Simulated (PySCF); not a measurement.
C7H9N.
SMILES with atom numbers: `[CH3:1][CH2:2][c:3]1[cH:4][cH:5][cH:6][cH:7][n:8]1`

Probes without a nucleus sit at each ring's centroid and 1 Å off its mean plane on both sides; NICS is minus the shielding there, NICSzz its component along the normal. Level: GIAO PBE0/pcSseg-1 (PySCF, non-relativistic, gas phase) on the GFN2-xTB geometry, one conformer.

Ring bond lengths (Å), with Mayer bond orders in brackets: C3–C4 1.393 (1.32), C4–C5 1.383 (1.45), C5–C6 1.387 (1.42), C6–C7 1.386 (1.40), C7–N8 1.321 (1.49), N8–C3 1.326 (1.47).

**Question.** What do the NICS probes read (ppm)?

**Answer.** 
| ring | type | NICS(0) | NICS(1), two faces | NICS(1)zz, two faces | rms pucker (Å) | centre to ring atoms, mean (Å) |
| --- | --- | --- | --- | --- | --- | --- |
| C3–C4–C5–C6–C7–N8 | 6-membered ring with N; formal bonds all aromatic | -7.3 | -11.2 / -11.2 | -27.7 / -28.3 | 0.00 | 1.37 |

**Question.** What do they say, and how far can they be read as aromaticity?

**Answer.** 
- C3–C4–C5–C6–C7–N8: mean NICS(1)zz -28.0 ppm, shielded. The ring is flat and has no four-coordinate atom; by the NICS criterion it is aromatic.

**Question.** And the bond-length index? Use HOMA with the parameters of Krygowski (1993).

**Answer.** 
- C3–C4–C5–C6–C7–N8: HOMA 0.99; the largest term is that of C7–N8, α(R − Ropt)² = 0.02. The geometric and the magnetic index point the same way.

**Question.** What field does 9.4 T along the ring normal induce along that normal at the second NICS(1) probe listed for ring C3–C4–C5–C6–C7–N8, 1 Å off the ring?

**Answer.** NICSzz × B0 = -28.3 ppm × 9.4 T = -266 μT, against the applied field.

**Question.** List the ring angles and the Hirshfeld charges of the ring atoms.

**Answer.** 
- C3–C4–C5–C6–C7–N8: C3 122.0° (+0.073 e), C4 118.9° (-0.057 e), C5 118.8° (-0.034 e), C6 117.9° (-0.059 e), C7 123.5° (+0.014 e), N8 118.8° (-0.160 e); sum 720.0° against 720° for a flat convex ring.

The values belong to the conformer `[CH3:1][CH2:2][c:3]1[cH:4][cH:5][cH:6][cH:7][n:8]1`: C1–C2–C3–C4 -85°.
